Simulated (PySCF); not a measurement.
## Dipole response of Os (osmium, neutral)

[Xe] 4f14 5d6 6s2, high-spin 5D determinant. Calculation: PySCF 2.14, in def2-QZVPPD with the def2 core potential (60 electrons) (7s5p4d4f2g, 88 functions); scalar relativity through the core potential. Coupled (time-dependent) response in atomic units; α is the mean over directions.

```
method  mean α (bohr³)         α xx, yy, zz  C₆ (like pair)  S(−4)
   UHF           76.04  77.36, 77.36, 73.40           866.2   3757
   PBE           54.46  52.99, 52.99, 57.41           609.3   1137
  PBE0           57.93  58.32, 58.32, 57.13           655.6   1345
```

S(−4) is the Cauchy moment in α(ω) = α(0) + S(−4) ω² + …

Reference α: 57 ± 3 bohr³ (recommended; Schwerdtfeger and Nagle, table of static dipole polarizabilities (2023 update)). Published C₆: 584.0 (Gould and Bucko (2016)).

Spin-orbit coupling is absent.

Hartree-Fock lies above the reference because it lacks correlation, which contracts the outer shell.

α(iu) at PBE0:

```tsv
u (hartree)	α(iu) (bohr³)
0	57.93
0.0500	54.83
0.100	47.84
0.200	33.71
0.300	24.24
0.500	14.52
0.750	9.208
1.00	6.523
1.50	3.866
2.00	2.582
3.00	1.386
5.00	0.5805
```

A single London oscillator, α(iu) = α/(1 + u²/ω²), gives C₆ = (3/4) ω α². Matching the computed C₆ needs ω = 4 × 655.6 / (3 × 57.93²) = 0.260 hartree.

The components differ because the open shell of this determinant is not spherical; for a pure term their mean is the scalar polarisability.

Energies and moments cover only the electrons outside the core potential. Spin-orbit coupling, absent here, splits the open shell strongly.
